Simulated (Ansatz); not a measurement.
The inner images of a band of FGeH$_{3}$O (6 atoms, charge 0, multiplicity 1) are given out of order.

These are results of Ansatz, RKS PBE-D4/def2-SVP, not measurements.

First end point:

```xyz
6
Properties=species:S:1:pos:R:3
Ge 0.232 -0.055 0.039
F 0.161 0.047 1.797
H 1.699 0.122 -0.396
O -0.628 1.355 -0.635
H -1.584 1.321 -0.442
H -0.459 -1.398 -0.316
```

Last end point:

```xyz
6
Properties=species:S:1:pos:R:3
Ge 0.083 -0.249 -0.878
F 1.101 0.004 1.389
H 1.872 0.327 0.958
O -0.854 1.308 -0.826
H -1.719 1.197 -0.389
H -1.062 -1.194 -0.207
```

Q: Put them in order from the first end to the last, with their energies above the first end.
A.
```xyz
6
Properties=species:S:1:pos:R:3
Ge 0.222 -0.046 -0.154
F 0.655 0.011 1.632
H 1.712 0.111 0.153
O -0.742 1.392 -0.629
H -1.700 1.197 -0.571
H -0.727 -1.272 -0.384
```
B.
```xyz
6
Properties=species:S:1:pos:R:3
Ge 0.148 -0.154 -0.764
F 1.125 0.058 1.506
H 1.762 0.160 0.809
O -0.860 1.350 -0.767
H -1.773 1.190 -0.463
H -0.981 -1.211 -0.275
```
C.
```xyz
6
Properties=species:S:1:pos:R:3
Ge 0.209 -0.093 -0.600
F 1.034 0.046 1.501
H 1.599 0.109 0.658
O -0.811 1.390 -0.652
H -1.759 1.203 -0.525
H -0.851 -1.262 -0.335
```
D.
```xyz
6
Properties=species:S:1:pos:R:3
Ge 0.225 -0.034 0.005
F 0.425 0.013 1.755
H 1.739 0.111 -0.172
O -0.687 1.385 -0.599
H -1.647 1.200 -0.579
H -0.634 -1.282 -0.363
```
E.
```xyz
6
Properties=species:S:1:pos:R:3
Ge 0.232 -0.059 -0.396
F 0.869 0.013 1.553
H 1.611 0.109 0.452
O -0.781 1.404 -0.621
H -1.734 1.198 -0.553
H -0.776 -1.272 -0.388
```

A: D (+5.1 kcal/mol), A (+29.7 kcal/mol), E (+51.0 kcal/mol), C (+40.3 kcal/mol), B (+35.4 kcal/mol).

Time of the run: 73 s on 1 thread of Arm Neoverse V2, with other jobs on the host, peak memory 0.14 GiB.
